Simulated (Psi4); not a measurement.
CHBClF3 (SMILES FC(F)(F)BCl), singlet, geometry from GFN2-xTB. Base run: CCSD(T)/cc-pVDZ (Psi4).

Psi4 was given this input:
```
memory 2 GB

molecule {
0 1
B     0.84530595    0.21810628    0.57146766
C    -0.03217182   -0.50111286   -0.60584209
F    -1.32937178   -0.14524536   -0.66432988
F    -0.02789515   -1.84737890   -0.48205832
F     0.47253304   -0.24537627   -1.83370394
Cl    0.11491189    1.30188810    1.58557336
H     1.97560398   -0.07394710    0.64379633
}

set {
  basis cc-pvdz
  freeze_core true
}

energy('ccsd(t)')
print_variables()
```

Variants of this job, named by their change:

| change | ΔE vs base (mEh) | MP2 correlation (Eh) | basis functions | core-seconds (rough) |
|---|---|---|---|---|
| base | 0.000 | -0.89582 | 93 | 100 |
| method = dlpno-mp2 | 52.250 | -0.89559 | 93 | 7 |
| method = mp2 | 52.088 | -0.89575 | 93 | 5 |
| method = fno-ccsd(t) | 0.000 | -0.89582 | 93 | 70 |
| method = qcisd(t) | -1.171 | -0.89582 | 93 | 80 |
| method = ccsd | ? | -0.89582 | 93 | 60 |
| method = mp4 | -3.471 | -0.89582 | 93 | 60 |
| method = mp3 | ? | -0.89575 | 93 | 9 |

Fill in the missing entries.


- method = ccsd, ΔE vs base (mEh): 20.503
- method = mp3, ΔE vs base (mEh): 32.170
